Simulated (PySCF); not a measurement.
**C6H6S: core ionisation energies**

Species: C6H6S.
Z-matrix (Å and degrees, PBE0-D3(BJ)/def2-SVP geometry), rows numbered from 1:
```
S 
C   1  1.7660
C   2  1.4012  1  117.75
C   3  1.3917  2  120.20  1   179.99
C   4  1.3944  3  120.53  2    -0.02
C   5  1.3936  4  119.31  3     0.03
C   6  1.3929  5  120.58  4    -0.02
H   1  1.3486  2   96.68  3  -179.86
H   3  1.0929  2  119.80  1    -0.04
H   4  1.0927  3  119.34  2   179.97
H   5  1.0920  4  120.36  3  -179.99
H   6  1.0928  5  120.16  4  -179.99
H   7  1.0928  2  120.09  1    -0.01
```

Computed, not measured: PySCF, delta-SCF UKS SCAN, pcX-2 on the ionised atom, pcseg-1 elsewhere, spin-free X2C. Each binding energy is the total energy of the core-ionised species, with the hole localised on one atom, minus that of the ground state; both are solved self-consistently, so orbital relaxation is included.

**Question.** Give the core binding energies atom by atom.

**Answer.** 
```json
{"atom(s)": "C5", "environment": "aromatic CH carbon", "level": "C 1s", "binding energy (eV)": "290.07", "above the level's lowest (eV)": "0.00", "count": "1"}
{"atom(s)": "C3/C7", "environment": "aromatic CH carbon", "level": "C 1s", "binding energy (eV)": "290.21", "above the level's lowest (eV)": "+0.14", "count": "2"}
{"atom(s)": "C4/C6", "environment": "aromatic CH carbon", "level": "C 1s", "binding energy (eV)": "290.33", "above the level's lowest (eV)": "+0.26", "count": "2"}
{"atom(s)": "C2", "environment": "substituted aromatic carbon", "level": "C 1s", "binding energy (eV)": "291.09", "above the level's lowest (eV)": "+1.02", "count": "1"}
{"atom(s)": "S1", "environment": "thiol sulfur", "level": "S 1s", "binding energy (eV)": "2477.53", "above the level's lowest (eV)": "0.00", "count": "1"}
```

The listed C 1s values span 1.02 eV, from C5 (bonded to 2 C (aromatic in the SMILES) and H) to C2 (bonded to S and 2 C (aromatic in the SMILES)). Summing the Pauling electronegativity differences to the bonded atoms, each weighted by its formal bond order, gives -0.35 for the lowest site and +0.03 for the highest; no listed site has a larger sum than the highest.

**Question.** Express the binding energy of C 1s of C4/C6 in atomic units and per mole.

**Answer.** 290.33 eV = 10.6694 Eh = 28013 kJ/mol.

One atom of each set of topologically equivalent atoms was ionised and stands for the set; in this conformer not all members are related by symmetry, and their own values weren't computed. Not every level is listed. The unrestricted hole states depart most from a pure doublet (⟨S²⟩ = 0.75; over 0.85 named) for C 1s of C2 (0.88), which makes this value less certain. Geometry: PBE0-D3(BJ)/def2-SVP, one conformer, isolated molecule.
